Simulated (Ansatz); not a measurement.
Ansatz results at the PBE0-D4/def2-TZVP geometry: HOMO energy (B3LYP/def2-TZVPP) -6.79 eV; size of the dipole moment (PBE/def2-TZVPP) 1.43 D; size of the dipole moment (ωB97M-V/def2-TZVPP) 1.57 D.

Each molecule was computed in one conformer, which needn't be the lowest.

Which molecule gave them?
A. `N=C1OB1[SiH3]`
B. `C=CC(=C)CF`
C. `BC(=C)O`
D. `BOCCO`

B. The others give `BC(=C)O`: -6.97, 0.37, 0.57; `N=C1OB1[SiH3]`: -7.30, 2.78, 3.13; `BOCCO`: -7.97, 1.53, 1.60.

B3LYP here is the variant with VWN-RPA as its local correlation; programs differ in this.
